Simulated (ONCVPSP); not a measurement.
**Potentials for F compared**

Generated with ld1.x 7.5 (TM, RRKJ, ultrasoft, PAW), atompaw 4.2 or ONCVPSP 4.0.1. The cutoff is in Ry: for ld1.x and atompaw files where the sum of valence levels is converged to 10 mRy in a Bessel basis, for ONCV files where the hardest occupied wave has 1 mHa per electron of residual kinetic energy. The error is the largest all-electron minus pseudo excitation energy over each file’s own four to seven test configurations (ionisations up to +4, promotions, holes and added fractions of an electron), all of which were solved. The labels leave out finer settings (local radius, basis sizes, second energies), which also bear on the numbers. Spin-polarised tests are not counted. The rows are a selection from randomly drawn settings: files with unsolved tests, undetermined cutoffs or missed reference levels are left out.

| potential | cutoff (Ry) | largest error (meV) | bound ghosts |
| --- | --- | --- | --- |
| ONCV, LDA (Perdew-Zunger), scalar-relativistic, rc 0.75/1.60/1.18 (spd), local smoothed, core correction no, reference 2s2 2p5, qcut 7.3/8/7, projectors 2/1/2 | 410 | +1731 | none |
| ONCV, PBE, scalar-relativistic, rc 0.70/1.80/1.65 (spd), local s, core correction yes, reference 2s2 2p5, qcut 13.4/6.5/6.7, projectors 0/1/2 | 123 | +9388 | none |
| ONCV, LDA (Perdew-Zunger), scalar-relativistic, rc 0.70/1.80 (sp), local smoothed, core correction yes, reference 2s2 2p5, qcut 11.1/7.6, projectors 1/2 | 111 | +2884 | none |
| ONCV, PBE, non-relativistic, rc 0.70/0.90/0.75 (spd), local smoothed, core correction no, reference 2s2 2p3, qcut 11.5/14.8/14.7, projectors 2/2/2 | 153 | +234 | none |
| ONCV, PBE, scalar-relativistic, rc 0.75/1.45/1.55 (spd), local smoothed, core correction yes, reference 2s2 2p2, qcut 9.4/11.4/5.7, projectors 2/2/2 | 174 | +903 | none |
| ONCV, Wu-Cohen, scalar-relativistic, rc 0.85/0.90/0.70 (spd), local smoothed, core correction yes, reference 2s1.75 2p5.25, qcut 6.7/9.7/14.2, projectors 2/2/3 | 282 | +83 | none |

Q: Fill in the row for F: ONCV, PBE, scalar-relativistic, rc 1.02/1.35/1.05 (spd), local smoothed, core correction yes, reference 2s2 2p5, qcut 10.9/12.8/9.4, projectors 2/2/2.

A: cutoff 92 Ry, largest error +514 meV, bound ghosts: none.
